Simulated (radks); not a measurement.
Values are calculated unless marked as measured or tabulated.
All-electron atom: Co I in [Ar] 3d7 4s2 (the NIST ground configuration).

Level of theory: scalar-relativistic Kohn-Sham, r2SCAN, spin-unpolarised, spherical densities, finite nucleus; meta-GGA in the generalised Kohn-Sham scheme; Fermi nuclear charge, rms radius 3.7875 fm (a radial shooting solver on a logarithmic mesh with Libxc functionals).

Energy parts (eV):
| part | energy |
|---|---|
| total | -37914.698 |
| kinetic | 38404.854 |
| electron-nucleus | -90824.019 |
| Hartree | 16123.458 |
| exchange-correlation | -1618.991 |

Orbitals (lengths in bohr, moments of r in powers of bohr; <r^-3> diverges for s and p1/2):
1s: occ. 2; eigenvalue (eV) -7618.697
2s: occ. 2; eigenvalue (eV) -908.7614
2p: occ. 6; eigenvalue (eV) -776.7261; <r^-3> 549.8
3s: occ. 2; eigenvalue (eV) -105.9954
3p: occ. 6; eigenvalue (eV) -67.7983; <r^-3> 68.63
3d: occ. 7; eigenvalue (eV) -8.3353; <r^-3> 5.856
4s: occ. 2; eigenvalue (eV) -5.6929

The highest occupied level is 4s at -5.693 eV. The density falls to 0.001 e/bohr^3 at r = 4.39 bohr. The electron density at the nucleus is 1.736e+04 e/bohr^3 (large components only).
